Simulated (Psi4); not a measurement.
C3H8AlFO (SMILES CC(C)[O][AlH][F]), singlet, geometry from GFN2-xTB (such geometries of metal compounds can be far from the true shape); PBE/def2-SVP (Psi4).

Psi4 was given this input:
```
memory 2 GB

molecule {
0 1
  Al    0.05498173    0.12477990    1.65450465
  F    -1.46955072    0.32781306    2.25455695
  H     1.17931401    0.13945187    2.63836836
  O     0.42150060   -0.09302586    0.07490453
  C     0.69865917   -0.25617048   -1.28909564
  C     0.54866158    1.08208663   -2.00715616
  C    -0.23420252   -1.30908583   -1.88146931
  H     1.73892325   -0.60106975   -1.37912553
  H    -0.47689332    1.43288630   -1.91467156
  H     0.79875745    0.97596286   -3.05926752
  H     1.20978541    1.81941210   -1.55723949
  H    -0.12449143   -2.24629690   -1.34024447
  H    -1.26533543   -0.97501651   -1.79074912
  H     0.00041997   -1.47456144   -2.92955298
}

set basis def2-svp

energy('pbe')
print_variables()
```

Output, abridged:

```
   => Loading Basis Set <=

    Name: DEF2-SVP
    Role: ORBITAL
    Keyword: BASIS

         ---------------------------------------------------------
                                   SCF
               by Justin Turney, Rob Parrish, Andy Simmonett
                          and Daniel G. A. Smith
                              RKS Reference
         ---------------------------------------------------------

  ==> Geometry <==

    Molecular point group: c1
    Full point group: C1

    Geometry (in Angstrom), charge = 0, multiplicity = 1:

       Center              X                  Y                   Z               Mass
    ------------   -----------------  -----------------  -----------------  -----------------
         AL           0.096966066396     0.111839201349     1.511929165514    26.981538530000
         F           -1.427566383604     0.314872361349     2.111981465514    18.998403162730
         H            1.221298346396     0.126511171349     2.495792875514     1.007825032230
         O            0.463484936396    -0.105966558651    -0.067670954486    15.994914619570
         C            0.740643506396    -0.269111178651    -1.431671124486    12.000000000000
         C            0.590645916396     1.069145931349    -2.149731644486    12.000000000000
         C           -0.192218183604    -1.322026528651    -2.024044794486    12.000000000000
         H            1.780907586396    -0.614010448651    -1.521701014486     1.007825032230
         H           -0.434908983604     1.419945601349    -2.057247044486     1.007825032230
         H            0.840741786396     0.963022161349    -3.201843004486     1.007825032230
         H            1.251769746396     1.806471401349    -1.699814974486     1.007825032230
         H           -0.082507093604    -2.259237598651    -1.482819954486     1.007825032230
         H           -1.223351093604    -0.987957208651    -1.933324604486     1.007825032230
         H            0.042404306396    -1.487502138651    -3.072128464486     1.007825032230

  Running in c1 symmetry.

  Rotational constants: A =      0.18599  B =      0.04480  C =      0.04233 [cm^-1]
  Rotational constants: A =   5575.80808  B =   1343.00474  C =   1268.91448 [MHz]
  Nuclear repulsion =  293.913817298607000

  Charge       = 0
  Multiplicity = 1
  Electrons    = 56
  Nalpha       = 28
  Nbeta        = 28

  ==> Algorithm <==

  SCF Algorithm Type is DF.
  DIIS enabled.
  MOM disabled.
  Fractional occupation disabled.
[...]
   @DF-RKS iter   6:  -535.95614379213964   -2.51266e-03   1.95659e-04 ADIIS/DIIS
   @DF-RKS iter   7:  -535.95642096612653   -2.77174e-04   4.41439e-05 DIIS
   @DF-RKS iter   8:  -535.95643116070971   -1.01946e-05   1.93705e-05 DIIS
   @DF-RKS iter   9:  -535.95643421534635   -3.05464e-06   2.60661e-06 DIIS
   @DF-RKS iter  10:  -535.95643426261199   -4.72656e-08   4.32078e-07 DIIS
  Energy and wave function converged.

  ==> Post-Iterations <==

   Electrons on quadrature grid:
      Ntotal   =   56.0000213362 ; deviation = 2.134e-05

    Orbital Energies [Eh]
    ---------------------

    Doubly Occupied:

[...]
      28A     -0.241136

    Virtual:

[...]
     128A      3.487339

    Final Occupation by Irrep:
              A
    DOCC [    28 ]
    NA   [    28 ]
    NB   [    28 ]

  @DF-RKS Final Energy:  -535.95643426261199

   => Energetics <=

    Nuclear Repulsion Energy =            293.9138172986070003
    One-Electron Energy =               -1323.7180286175137098
    Two-Electron Energy =                 550.4380877318528746
    DFT Exchange-Correlation Energy =     -56.5903106755581433
    Empirical Dispersion Energy =           0.0000000000000000
    VV10 Nonlocal Energy =                  0.0000000000000000
    Total Energy =                       -535.9564342626119924

Computation Completed

Properties will be evaluated at   0.000000,   0.000000,   0.000000 [a0]

Properties computed using the SCF density matrix

 Multipole Moments:

 ------------------------------------------------------------------------------------
     Multipole            Electronic (a.u.)      Nuclear  (a.u.)        Total (a.u.)
 ------------------------------------------------------------------------------------

 L = 1.  Multiply by 2.5417464519 to convert [e a0] to [Debye]
 Dipole X            :         -4.0217815            4.4429784            0.4211969
 Dipole Y            :          1.2626469           -1.3694454           -0.1067986
 Dipole Z            :         14.3475150          -15.0880021           -0.7404871
 Magnitude           :                                                    0.8585650

 ------------------------------------------------------------------------------------

  Variable Map:
  ----------------------------------------------------------------------------
[...]
  Array Variable Map:
  ----------------------------------------------------------------------------
[...]
[...]
```
